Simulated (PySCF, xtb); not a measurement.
B(Cl)(OH)(NH2) (BClH3NO), SMILES ClB(O)N.

GFN2-xTB (xtb) at its own geometry gives an orbital gap of 6.81 eV and a dipole moment of 2.15 D.

The structure is a stationary point at B3LYP-D3(BJ)/def2-SVP. One conformer was computed; it need not be the lowest.

Q: What does CAM-B3LYP/def2-TZVPD (PySCF) give? (Estimate from the structure and the level; the computed values follow.)

A: gap 9.89 eV (levels -9.60 and 0.29 eV), dipole 1.17 D.
